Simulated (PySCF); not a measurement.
# Ionisation energy of Zn by level of theory

Zn [Ar] 3d10 4s2 (1S) → Zn+ [Ar] 3d10 4s1 (2S), as a difference of total energies. All numbers are calculated (PySCF 2.14, scalar relativity by spin-free X2C-1e, in aug-cc-pwCVTZ-DK (10s9p7d4f3g, 127 functions)). Correlated levels: valence: [Ar] frozen; valence and next inner shell: [Ne] frozen; nothing frozen. The calculations carry no spin-orbit coupling.

Task: Order these methods by the ionisation energy they give, lowest first.
A. LDA
B. SCS-MP2 (valence and next inner shell)
C. MP2 (valence)
D. PBE0

Result: C (9.184 eV), B (9.232 eV), D (9.275 eV), A (9.911 eV).

Errors of the correlated levels include the incompleteness of this basis and the frozen core.

For comparison: 9.394 eV (measured; NIST Atomic Spectra Database, ionization energies).
